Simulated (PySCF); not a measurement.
SMILES C=C[CH2][Ge]([OH])([OH])[CH2]C=C (GFN2-xTB optimised geometry):

```
21

C     -3.242    -0.960    -1.257
C     -2.072    -0.560    -1.725
C     -0.780    -1.217    -1.417
Ge     0.240    -0.181     0.000
O     -0.162     1.543     0.000
O     -0.432    -0.814     1.512
C      2.268    -0.181     0.000
C      2.793     0.255     1.315
C      3.273     1.462     1.562
H     -3.326    -1.827    -0.622
H     -4.158    -0.447    -1.496
H     -2.011     0.317    -2.359
H     -0.934    -2.213    -1.012
H     -0.155    -1.281    -2.307
H     -1.089     1.750     0.106
H     -0.204    -0.323     2.299
H      2.603    -1.190    -0.239
H      2.581     0.498    -0.789
H      2.745    -0.484     2.106
H      3.635     1.744     2.537
H      3.326     2.213     0.792
```

Computed with PBE0/def2-SVP in PySCF 2.14.0.

**Question.** What are the frontier orbital energies and the dipole moment?

**Answer.** HOMO-2 -8.22 eV, HOMO-1 -7.38 eV, HOMO -6.71 eV, LUMO 0.01 eV, LUMO+1 0.63 eV; dipole moment 0.34 D.

On the same geometry PBE/def2-SVP in PySCF 2.14.0 gives HOMO-2 -6.46 eV, HOMO-1 -6.15 eV, HOMO -5.60 eV, LUMO -0.96 eV, LUMO+1 -0.39 eV; dipole moment 0.26 D.

Meta-Löwdin charges at PBE0/def2-SVP: C1 -0.25, C2 -0.08, C3 -0.38, Ge4 1.09, O5 -0.70, O6 -0.70, C7 -0.38, C8 -0.08, C9 -0.25, H10 0.11, H11 0.11, H12 0.10, H13 0.12, H14 0.11, H15 0.32, H16 0.32, H17 0.11, H18 0.12, H19 0.10, H20 0.11, H21 0.11.
